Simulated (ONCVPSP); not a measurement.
**W, ONCV: configuration errors across variants**

ONCVPSP 4.0.1 input, shortened (lines: element, Z, core and valence counts, functional; n l f; lmax; l rc ep ncon nbas qcut; lloc lpopt rc5 dvloc0; l nproj debl; icmod fcfact rcfact), PBE, scalar-relativistic:

```
  W 74.00   10    4        4      upf
    1    0    2.00
    2    0    2.00
    2    1    6.00
    3    0    2.00
    3    1    6.00
    3    2   10.00
    4    0    2.00
    4    1    6.00
    4    2   10.00
    4    3   14.00
    5    0    2.00
    5    1    6.00
    5    2    4.00
    6    0    2.00
    2
    0    1.75    0.00    3    7    7.80
    1    2.10    0.00    3    5    7.80
    2    1.95    0.00    5    9    4.40
    4    1    1.30    3.00
    0    2    3.10
    1    1    0.40
    2    2    2.00
    4    0.65    0.00
```

All-electron excitation energies from the reference (eV): (1) 5s2 5p6 5d4 6s1 8.883; (2) 5s2 5p6 5d4 6s0 24.563; (3) 5s2 5p6 5d3 6s0 49.946.

1 further variants failed, have other tests or too few solved ones, and are left out.

A true bound ghost makes a file unfit for plane-wave use even where its test errors are small: the radial tests pick states by their node count and pass the ghost by.

Errors AE − PS in meV (a dash: test not solved or not reliable):

| change | (1) | (2) | (3) | bound ghosts | GHOST(+) flags above zero |
| --- | --- | --- | --- | --- | --- |
| base | -2.8 | -4.2 | -0.1 | d | d |
| d: qcut 6.4 | -3.0 | -4.9 | -1.9 | none | none |
| local potential polynomial inside 1.30 bohr (lpopt 1, dvloc0 7 Ha) | -2.9 | -4.4 | -2.3 | none | d |

Problem. Give the same row for: core correction polynomial model core, fcfact 0.2.

Solution. -4.1, -14, -25; bound ghosts: d; GHOST(+) flags above zero: d.
